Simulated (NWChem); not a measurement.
System: InNH2ClF; SMILES [NH2][In]([F])[Cl]

The following NWChem deck was run.

```
start job
memory heap 200 mb stack 900 mb global 1100 mb
geometry units angstroms noautosym nocenter noautoz
  In     0.092144     0.326709    -0.020471
  F      1.952445     0.891118     0.156769
  Cl    -0.210804    -1.983251    -0.064591
  N     -1.385297     1.692568     0.059085
  H     -2.255745     1.408256    -0.384144
  H     -1.125247     2.617359    -0.276758
end
basis spherical
  * library def2-svpd
end
ecp
  In library def2-ecp
end
dft
  xc b3lyp
  iterations 150
end
property
  response 1 0.0
end
task dft property
```

Excerpt of the output:

```
             Northwest Computational Chemistry Package (NWChem) 7.3.0
             --------------------------------------------------------

                             Geometry "geometry" -> ""
                             -------------------------

 Output coordinates in angstroms (scale by  1.889725989 to convert to a.u.)

  No.       Tag          Charge          X              Y              Z
 ---- ---------------- ---------- -------------- -------------- --------------
    1 In                  49.0000     0.09214400     0.32670900    -0.02047100
    2 F                    9.0000     1.95244500     0.89111800     0.15676900
    3 Cl                  17.0000    -0.21080400    -1.98325100    -0.06459100
    4 N                    7.0000    -1.38529700     1.69256800     0.05908500
    5 H                    1.0000    -2.25574500     1.40825600    -0.38414400
    6 H                    1.0000    -1.12524700     2.61735900    -0.27675800

 Effective nuclear repulsion energy (a.u.)     481.4561240528

                                 NWChem DFT Module
                                 -----------------

 Summary of "ao basis" -> "ao basis" (spherical)
 ------------------------------------------------------------------------------
       Tag                 Description            Shells   Functions and Types
 ---------------- ------------------------------  ------  ---------------------
 In                        def2-svpd                12       32   5s4p3d
 F                         def2-svpd                 9       23   4s3p2d
 Cl                        def2-svpd                11       27   5s4p2d
 N                         def2-svpd                 8       20   4s2p2d
 H                         def2-svpd                 4        8   2s2p

            General Information
            -------------------
          SCF calculation type: DFT
          Wavefunction type:  closed shell.
          No. of atoms     :     6
          No. of electrons :    56
           Alpha electrons :    28
            Beta electrons :    28
          Charge           :     0
          Spin multiplicity:     1
          Use of symmetry is: off; symmetry adaption is: off
          Maximum number of iterations: 150
          AO basis - number of functions:   118
                     number of shells:    48
          Convergence on energy requested:  1.00D-06
          Convergence on density requested:  1.00D-05
          Convergence on gradient requested:  5.00D-04

              XC Information
              --------------
                         B3LYP Method XC Potential
                     Hartree-Fock (Exact) Exchange  0.200
                        Slater Exchange Functional  0.800 local
                    Becke 1988 Exchange Functional  0.720 non-local
              Lee-Yang-Parr Correlation Functional  0.810
                  VWN I RPA Correlation Functional  0.190 local

             Grid Information
             ----------------
          Grid used for XC integration:  medium
          Radial quadrature: Mura-Knowles
          Angular quadrature: Lebedev.
          Tag              B.-S. Rad. Rad. Pts. Rad. Cut. Ang. Pts.
          ---              ---------- --------- --------- ---------
          In                  1.55      123          12.0       590
          F                   0.50       49          12.0       434
          Cl                  1.00       88          12.0       590
          N                   0.65       49          13.0       434
          H                   0.35       45          14.0       434
          Grid pruning is: on
          Number of quadrature shells:   399
          Spatial weights used:  Erf1

      Superposition of Atomic Density Guess
      -------------------------------------

 Sum of atomic energies:        -831.91863384

      Non-variational initial energy
      ------------------------------

 Total energy =    -803.564560
 1-e energy   =   -1665.814728
 2-e energy   =     620.074080
 HOMO         =      -0.355632
 LUMO         =      -0.099136

   convergence    iter        energy       DeltaE   RMS-Dens  Diis-err
 ---------------- ----- ----------------- --------- --------- ---------
 d= 0,ls=0.0,diis     1   -805.9357892661 -1.05D+03  2.12D-02  8.93D-01
 d= 0,ls=0.0,diis     2   -805.6425711296  2.93D-01  1.02D-02  4.29D+00
 d= 0,ls=0.0,diis     3   -806.0422162862 -4.00D-01  2.89D-03  5.95D-02
 d= 0,ls=0.0,diis     4   -806.0444145194 -2.20D-03  1.55D-03  4.25D-02
 d= 0,ls=0.0,diis     5   -806.0491892361 -4.77D-03  3.88D-04  2.01D-03
  Resetting Diis
 d= 0,ls=0.0,diis     6   -806.0494414676 -2.52D-04  1.10D-04  1.30D-04
 d= 0,ls=0.0,diis     7   -806.0494579790 -1.65D-05  2.25D-05  1.69D-06
 d= 0,ls=0.0,diis     8   -806.0494578737  1.05D-07  1.21D-05  2.90D-06
 d= 0,ls=0.0,diis     9   -806.0494581835 -3.10D-07  2.40D-06  2.02D-07

         Total DFT energy =     -806.049458183465
      One electron energy =    -1667.913207817712
           Coulomb energy =      682.893056412753
    Exchange-Corr. energy =      -63.205393959802
 Nuclear repulsion energy =      242.176087181297

 Numeric. integr. density =       55.999987486933

                       DFT Final Molecular Orbital Analysis
                       ------------------------------------

 Vector   26  Occ=2.000000D+00  E=-3.363966D-01
              MO Center= -1.8D-01, -1.7D+00, -6.4D-02, r^2= 1.9D+00
   Bfn.  Coefficient  Atom+Function         Bfn.  Coefficient  Atom+Function
  ----- ------------  ---------------      ----- ------------  ---------------
    69      0.577138  3 Cl pz                66      0.456041  3 Cl pz
    63      0.262849  3 Cl pz                72      0.104675  3 Cl pz
    39      0.099882  2 F  pz                14      0.096971  1 In pz
    86      0.086884  4 N  s                 89     -0.070267  4 N  pz
    19      0.069771  1 In d -1              42     -0.067246  2 F  pz

 Vector   27  Occ=2.000000D+00  E=-3.303085D-01
              MO Center= -1.9D-01, -1.8D+00, -5.5D-02, r^2= 1.9D+00
   Bfn.  Coefficient  Atom+Function         Bfn.  Coefficient  Atom+Function
  ----- ------------  ---------------      ----- ------------  ---------------
    67      0.581613  3 Cl px                64      0.462172  3 Cl px
    61      0.265581  3 Cl px                18      0.104361  1 In d -2
    70      0.099512  3 Cl px                37     -0.085083  2 F  px
    89     -0.068406  4 N  pz                68     -0.067779  3 Cl py
    69     -0.062585  3 Cl pz                38     -0.057556  2 F  py

 Vector   28  Occ=2.000000D+00  E=-2.988959D-01
              MO Center= -1.2D+00,  1.4D+00,  6.9D-02, r^2= 2.2D+00
   Bfn.  Coefficient  Atom+Function         Bfn.  Coefficient  Atom+Function
  ----- ------------  ---------------      ----- ------------  ---------------
    89      0.497408  4 N  pz                86     -0.415425  4 N  s
    92     -0.330088  4 N  pz                 4      0.189563  1 In s
   112      0.171900  6 H  s                 87     -0.160879  4 N  px
   104      0.157051  5 H  s                  3      0.143086  1 In s
    84     -0.122047  4 N  s                 69      0.119220  3 Cl pz

 Vector   29  Occ=0.000000D+00  E=-1.026939D-01
              MO Center= -4.7D-02,  2.3D-01, -2.3D-01, r^2= 5.1D+00
   Bfn.  Coefficient  Atom+Function         Bfn.  Coefficient  Atom+Function
  ----- ------------  ---------------      ----- ------------  ---------------
     4      0.744387  1 In s                  3      0.583310  1 In s
     1     -0.337389  1 In s                  5      0.327123  1 In s
    68     -0.324404  3 Cl py                85     -0.262841  4 N  s
    65     -0.199244  3 Cl py                60     -0.188441  3 Cl s
    37     -0.185077  2 F  px                59     -0.176725  3 Cl s

 Vector   30  Occ=0.000000D+00  E=-5.189872D-02
              MO Center=  2.0D-02,  2.4D-01,  1.7D-01, r^2= 4.4D+00
   Bfn.  Coefficient  Atom+Function         Bfn.  Coefficient  Atom+Function
  ----- ------------  ---------------      ----- ------------  ---------------
    17      0.685885  1 In pz                14      0.592043  1 In pz
    86     -0.367780  4 N  s                  4      0.260058  1 In s
    69     -0.195069  3 Cl pz               112      0.179747  6 H  s
    89      0.170635  4 N  pz               104      0.167815  5 H  s
    11     -0.152953  1 In pz                 8     -0.141079  1 In pz

 Vector   31  Occ=0.000000D+00  E=-1.756126D-03
              MO Center= -1.3D+00,  1.4D+00, -5.0D-01, r^2= 9.1D+00
   Bfn.  Coefficient  Atom+Function         Bfn.  Coefficient  Atom+Function
  ----- ------------  ---------------      ----- ------------  ---------------
     5      1.687991  1 In s                 60     -0.940678  3 Cl s
     4     -0.886719  1 In s                 15     -0.824090  1 In px
    36      0.459245  2 F  s                  3     -0.304922  1 In s
    30     -0.257484  1 In d  0              32     -0.244057  1 In d  2
    43     -0.236280  2 F  px                59      0.235724  3 Cl s

     Multipole analysis of the density
     ---------------------------------

     L   x y z        total         alpha         beta         nuclear
     -   - - -        -----         -----         ----         -------
     0   0 0 0      0.000000    -28.000000    -28.000000     56.000000

[...]

 DFT Linear Response polarizability / au
 Frequency  =       0.0000000 / au
              X              Y              Z
 -----------------------------------------------
 X      57.1299553     -4.2487409     -0.5164749
 Y      -4.2487404     71.3970438      1.5391186
 Z      -0.5164730      1.5391199     44.0934708
 -----------------------------------------------
 Eigenvalues =      55.9611994     72.6584550     44.0008155
 Isotropic   =      57.5401566
 Anisotropic =      24.9309991
 -----------------------------------------------

 Magnetic Dipole Response Matrix (nonzero elements):

 Exiting AOResponse driver routine
```

Level: B3LYP/def2-SVPD with def2 effective core potentials on In. Geometry: optimised at PBE0/def2-SVP. def2 effective core potentials on In; no spin-orbit coupling.
